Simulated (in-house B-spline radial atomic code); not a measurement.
Successive ionisation energies of bismuth; each step leads to the configuration of the next row (after the last: [Ar] 3d10 4s2 4p5). Dirac energy differences include first-order Breit, QED and recoil terms. NIST's values go from ground level to ground level; the uncertainty of those that are theory runs from under 0.1 % in few-electron ions to several per cent in heavy many-electron ones. Computed with a radial B-spline atomic code at the basis-set limit: Dirac-Hartree-Fock, average of the configuration, finite nuclei.

```csv
ion,configuration,ionisation energy (eV),tabulated value (eV),computed minus tabulated (eV),highest orbital,largest mean radius (bohr)
Bi40+,[Kr] 4d7,1979.5,1967,12.5,4d5/2,0.37152
Bi41+,[Kr] 4d6,2042.0,2029,13.0,4d5/2,0.36968
Bi42+,[Kr] 4d5,2105.2,2090,15.2,4d5/2,0.36786
Bi43+,[Kr] 4d4,?,?,?,?,?
Bi44+,[Kr] 4d3,2233.3,2253,-19.7,4d5/2,0.36425
Bi45+,[Kr] 4d2,?,?,?,?,?
Bi46+,[Kr] 4d1,2363.9,2385,-21.1,4d5/2,0.36071
Bi47+,[Ar] 3d10 4s2 4p6,2698.1,2641,57.1,4p3/2,0.35896
```

Q: Fill in the row of Bi43+.

A: ionisation energy (eV): 2168.9; tabulated value (eV): 2190; computed minus tabulated (eV): -21.1; highest orbital: 4d5/2; largest mean radius (bohr): 0.36605.

Q: Fill in the row of Bi45+.

A: ionisation energy (eV): 2298.3; tabulated value (eV): 2321; computed minus tabulated (eV): -22.7; highest orbital: 4d5/2; largest mean radius (bohr): 0.36247.

Where a p, d or f electron is removed, the computed value is a mean over both j, so it misses the tabulated one by a part of the spin-orbit splitting; averaging over terms and missing correlation add to the gap, relatively most at low charge.
